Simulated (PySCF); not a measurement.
CH3Cl2Si, SMILES C[Si](Cl)Cl (connectivity only; charge and spin as stated), charge +1, multiplicity 1.

Coordinates come from a r2SCAN-D4/def2-SVP optimisation. The spin state was assumed, not searched. The isomer is the one that the SMILES or the coordinates give; other isomers of the formula were not compared.

Two levels are set side by side: TDDFT-PBE/def2-SVPD (PySCF) and TDDFT-PBE0/def2-SVPD (PySCF). Vertical, same geometry. The lowest singlet is HOMO→LUMO 100 % with PBE and HOMO→LUMO 100 % with the other functional; states are paired by order. Differences are taken from unrounded values.

| quantity | TDDFT-PBE0 |
|---|---|
| lowest singlet excitation (eV) | 5.52 |
| lowest triplet excitation (TDA) (eV) | 5.34 |
| first bright state (f over 0.05) (eV) | 6.39 |
| its oscillator strength | 0.06 |

**Question.** What does TDDFT-PBE give, and how far is it from TDDFT-PBE0? (The exact figures need the calculation; the answer reports its results.)

**Answer.** 
```csv
quantity,TDDFT-PBE,TDDFT-PBE minus TDDFT-PBE0
lowest singlet excitation (eV),4.92,-0.60
lowest triplet excitation (TDA) (eV),4.75,-0.60
first bright state (f over 0.05) (eV),5.85,-0.55
its oscillator strength,0.05,-0.01
```

A lower first singlet is the usual sign of a functional without exact exchange. Differences between two approximate levels are no errors against the true value.

Rough cost on one machine, each run with all the roots and properties that it gave: TDDFT-PBE0 against TDDFT-PBE about 4 times.
